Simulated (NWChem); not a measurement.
All runs are NWChem calculations. System: H₆BN, charge 0, spin multiplicity 1, displaced from the optimised geometry. Level: RHF/cc-pVDZ, spin-restricted.

Job file:

```
start mol
memory heap 200 mb stack 900 mb global 1100 mb
geometry units angstroms nocenter noautoz noautosym
  B      0.924952    -0.070347     0.000000
  N     -0.724072     0.055072     0.000000
  H      1.331774     1.082544     0.000000
  H      1.197490    -0.682996    -1.022285
  H      1.401893    -1.142483     1.789000
  H     -1.058213     0.558367     0.825339
  H     -1.166584    -0.867053     0.000000
  H     -1.058213     0.558367    -0.825339
end
basis spherical
  * library cc-pvdz
end
scf
  rhf
  nopen 0
  maxiter 100
  thresh 1e-7
  semidirect memsize 60000000 filesize 0
end
task scf energy
```

Part of the output:

```
             Northwest Computational Chemistry Package (NWChem) 7.3.0
             --------------------------------------------------------

                                NWChem Input Module
                                -------------------

 Scaling coordinates for geometry "geometry" by  1.889725989
 (inverse scale =  0.529177249)

                             Geometry "geometry" -> ""
                             -------------------------

 Output coordinates in angstroms (scale by  1.889725989 to convert to a.u.)

  No.       Tag          Charge          X              Y              Z
 ---- ---------------- ---------- -------------- -------------- --------------
    1 B                    5.0000     0.92495200    -0.07034700     0.00000000
    2 N                    7.0000    -0.72407200     0.05507200     0.00000000
    3 H                    1.0000     1.33177400     1.08254400     0.00000000
    4 H                    1.0000     1.19749000    -0.68299600    -1.02228500
    5 H                    1.0000     1.40189300    -1.14248300     1.78900000
    6 H                    1.0000    -1.05821300     0.55836700     0.82533900
    7 H                    1.0000    -1.16658400    -0.86705300     0.00000000
    8 H                    1.0000    -1.05821300     0.55836700    -0.82533900

 Effective nuclear repulsion energy (a.u.)      38.8383950897

            Nuclear Dipole moment (a.u.)
            ----------------------------
        X                 Y               Z
 ---------------- ---------------- ----------------
     0.3862656612    -0.8683007459     1.4488812613


 Summary of "ao basis" -> "" (spherical)
 ------------------------------------------------------------------------------
       Tag                 Description            Shells   Functions and Types
 ---------------- ------------------------------  ------  ---------------------
 *                          cc-pvdz                   on all atoms

 Summary of "ao basis" -> "ao basis" (spherical)
 ------------------------------------------------------------------------------
       Tag                 Description            Shells   Functions and Types
[...]
 Vector    9  Occ=2.000000D+00  E=-2.978702D-01
              MO Center=  1.2D+00, -8.5D-01,  1.3D+00, r^2= 1.9D+00
   Bfn.  Coefficient  Atom+Function         Bfn.  Coefficient  Atom+Function
  ----- ------------  ---------------      ----- ------------  ---------------
    40      0.432219  5 H  s                 39      0.347677  5 H  s
     6      0.207055  1 B  pz                 9      0.190363  1 B  pz

 Vector   10  Occ=0.000000D+00  E= 1.210099D-01
              MO Center= -1.1D+00,  1.6D-01, -1.3D-01, r^2= 4.0D+00
   Bfn.  Coefficient  Atom+Function         Bfn.  Coefficient  Atom+Function
  ----- ------------  ---------------      ----- ------------  ---------------
    17      1.309652  2 N  s                 55     -0.831486  8 H  s
     3      0.670634  1 B  s                 45     -0.654298  6 H  s
    50     -0.654275  7 H  s                 21     -0.338432  2 N  px
    30     -0.263314  3 H  s                 35     -0.263309  4 H  s

 Vector   11  Occ=0.000000D+00  E= 1.553934D-01
              MO Center=  1.0D+00, -4.7D-01,  6.8D-01, r^2= 3.7D+00
   Bfn.  Coefficient  Atom+Function         Bfn.  Coefficient  Atom+Function
  ----- ------------  ---------------      ----- ------------  ---------------
    40      0.875468  5 H  s                  9     -0.693920  1 B  pz
    55     -0.487163  8 H  s                  8      0.419211  1 B  py
     3     -0.326009  1 B  s                  6     -0.298831  1 B  pz
     7     -0.228931  1 B  px                 2     -0.198306  1 B  s
    39      0.187775  5 H  s                  5      0.179090  1 B  py

 Vector   12  Occ=0.000000D+00  E= 1.980240D-01
              MO Center= -1.1D+00,  3.2D-01, -4.1D-01, r^2= 4.0D+00
   Bfn.  Coefficient  Atom+Function         Bfn.  Coefficient  Atom+Function
  ----- ------------  ---------------      ----- ------------  ---------------
    55      1.598628  8 H  s                 45     -0.890587  6 H  s
    50     -0.890144  7 H  s                 23      0.766210  2 N  pz
    22     -0.439135  2 N  py                20      0.258220  2 N  pz

 center of mass
 --------------
 x =   0.04241152 y =  -0.03044609 z =   0.04701385

 moments of inertia (a.u.)
 ------------------
          35.975906322927           8.643968535213          -4.558514062766
           8.643968535213         111.486752850750           4.798674859979
          -4.558514062766           4.798674859979         107.233800442134

  Mulliken analysis of the total density
  --------------------------------------

    Atom       Charge   Shell Charges
 -----------   ------   -------------------------------------------------------
    1 B    5     4.98   2.00  0.53  0.40  1.35  0.59  0.11
    2 N    7     7.02   2.00  0.75  0.55  2.39  1.29  0.02
    3 H    1     1.09   0.74  0.33  0.01
    4 H    1     1.09   0.74  0.33  0.01
    5 H    1     1.31   0.54  0.77  0.00
    6 H    1     0.84   0.70  0.08  0.06
    7 H    1     0.84   0.70  0.08  0.06
    8 H    1     0.85   0.71  0.08  0.06

       Multipole analysis of the density wrt the origin
       ------------------------------------------------

     L   x y z        total         open         nuclear
     -   - - -        -----         ----         -------
     0   0 0 0     -0.000000      0.000000     18.000000

     1   1 0 0     -2.563348      0.000000      0.386266
     1   0 1 0      0.760110      0.000000     -0.868301
     1   0 0 1     -0.976056      0.000000      1.448881

     2   2 0 0    -13.616979      0.000000     59.712119
     2   1 1 0      1.583671      0.000000     -6.258429
     2   1 0 1     -2.552273      0.000000      4.584570
     2   0 2 0    -13.485962      0.000000     15.587534
     2   0 1 1      1.970297      0.000000     -4.805530
     2   0 0 2    -15.292292      0.000000     20.026374

 Task  times  cpu:        0.4s     wall:        0.4s

 Total times  cpu:        0.4s     wall:        0.4s
```
